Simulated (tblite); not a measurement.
Isomers of C4H2N4. Level: GFN2-xTB in tblite, geometry and Hessian alike; calculated harmonic values, unscaled, isolated species. This tight-binding method is rough: wavenumbers can miss measured ones by several per cent, in bad cases by 10 to 20. One conformer each.

Electronic energies: GFN2-xTB at the same geometries; isomer energies are rough at this level and their order can be wrong.

```csv
SMILES,"electronic energy, lowest = 0 (kJ/mol)"
N#Cc1nccnn1,0.0
N#Cc1cnnnc1,45.1
N#Cc1ccnnn1,52.0
```

Q: How do GFN2-xTB zero-point energies change the relative energies?

A: 
| SMILES | ZPE (kJ/mol) | of it from modes above 1550 cm⁻¹ | electronic (kJ/mol) | with ZPE, lowest = 0 (kJ/mol) | lowest mode (cm⁻¹) | rings |
| --- | --- | --- | --- | --- | --- | --- |
| N#Cc1nccnn1 | 156.4 | 51.1 | 0.0 | 0.0 | 61 | 1 |
| N#Cc1cnnnc1 | 155.5 | 50.9 | 45.1 | 44.3 | 80 | 1 |
| N#Cc1ccnnn1 | 155.5 | 51.1 | 52.0 | 51.2 | 98 | 1 |

The zero-point energies span 0.9 kJ/mol, from `N#Cc1cnnnc1` to `N#Cc1nccnn1`. The order is unchanged.

Q: What do entropy and thermal enthalpy add at 298.15 K and 1 bar (rigid rotor, harmonic oscillator, one conformer each)?

A: 
| SMILES | point group | symmetry number | S (J/(mol K)) | H − H(0) (kJ/mol) | ZPE + H − H(0) − TS (kJ/mol) |
| --- | --- | --- | --- | --- | --- |
| N#Cc1nccnn1 | Cs | 1 | 340.6 | 19.45 | 74.3 |
| N#Cc1cnnnc1 | C2v | 2 | 333.7 | 19.48 | 75.5 |
| N#Cc1ccnnn1 | Cs | 1 | 337.8 | 19.39 | 74.2 |
